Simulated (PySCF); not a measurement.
# A survey of $^{31}$P NMR shifts

[PySCF 2.14.0 with density-fitted response routines: shielding tensors at PBE0/pcSseg-1 (GIAO); geometry: GFN2-xTB; single conformer; non-relativistic; one averaged value for each set of equivalent atoms; gas phase]

Shieldings were converted by a linear fit to measured shifts: $^{31}$P (scatter 18.1 ppm rms vs H3PO4, solution or neat liquid). A few per cent of atoms miss by over 2 rms, more outside the fitted compound classes.

**Question.** Give the $^{31}$P shifts of `CC(=O)/C=C\O[SiH2]P`, `N#CC[Si@@](N)(P)CC[SiH3]`, `CC(=O)/C=C/O[SiH2]P`, `CO[C@@H]1C(=O)C[Si@@H]1P`, `C=CCC(=O)O[SiH2]P`, `C=C(O[SiH2]P)C(C)=O`, `C[C@@H]([SiH2]P)C(=O)C=O`, `O=CO[Si@H](P)C1CC1`, `CO[C@@H]1C(=O)C[Si@H]1P`.

**Answer.** 
| compound | environment | δ (ppm) |
| --- | --- | --- |
| CC(=O)/C=C\O[SiH2]P | phosphorus bonded to Si, 2 H | -243.8 |
| N#CC[Si@@](N)(P)CC[SiH3] | phosphorus bonded to Si, 2 H | -246.9 |
| CC(=O)/C=C/O[SiH2]P | phosphorus bonded to Si, 2 H | -242.3 |
| CO[C@@H]1C(=O)C[Si@@H]1P | phosphorus bonded to Si, 2 H | -241.6 |
| C=CCC(=O)O[SiH2]P | phosphorus bonded to Si, 2 H | -233.2 |
| C=C(O[SiH2]P)C(C)=O | phosphorus bonded to Si, 2 H | -224.7 |
| C[C@@H]([SiH2]P)C(=O)C=O | phosphorus bonded to Si, 2 H | -248.7 |
| O=CO[Si@H](P)C1CC1 | phosphorus bonded to Si, 2 H | -232.0 |
| CO[C@@H]1C(=O)C[Si@H]1P | phosphorus bonded to Si, 2 H | -242.4 |
